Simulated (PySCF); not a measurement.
**Computed properties of SbF2Br, SMILES [F][Sb]([F])[Br]**

SbF₂Br, SMILES [F][Sb]([F])[Br]. Coordinates come from a B3LYP-D3(BJ)/def2-SVP optimisation. The def2 effective core potentials stand for the cores of Sb; spin–orbit coupling is left out. The values are those of a single conformer. All values are computed for the isolated molecule unless a solvent is named; none is compared with measurement here.

**Structure.** The optimised structure has Cs symmetry. All 6 harmonic modes at B3LYP-D3(BJ)/def2-SVP (PySCF) are real, so it is a minimum. With heavy atoms numbered as in [Sb:1]([F:2])([F:3])[Br:4], the shortest bond between them is Sb1–F3 at 1.933 Å and the longest Sb1–Br4 at 2.529 Å.

**Vibrations.** The strongest infrared lines (harmonic, unscaled, degenerate partners summed) lie at 634 cm⁻¹ (70 km/mol, F 85 %, Sb 15 %), 641 cm⁻¹ (67 km/mol, F 87 %, Sb 13 %), 261 cm⁻¹ (46 km/mol, Br 51 %, Sb 46 %). The softest mode is at 130 cm⁻¹ and the zero-point energy is 2.9 kcal/mol.

**Electronic structure.** B3LYP/def2-TZVPD (PySCF) places the frontier levels at -8.61 and -2.40 eV, a gap of 6.21 eV, and gives a dipole moment of 3.46 D and a mean polarisability of 63.4 bohr³.

**Excitations.** TDA-B3LYP/def2-SVPD (PySCF) has S1 at 5.19 eV (239 nm, f = 0.013, weak); the most intense of the 10 singlets computed lies at 7.14 eV (f = 0.50). T1 (TDA) is at 4.54 eV, 0.65 eV under S1. No vertical singlet excitation falls in the visible range (under 3.1 eV).
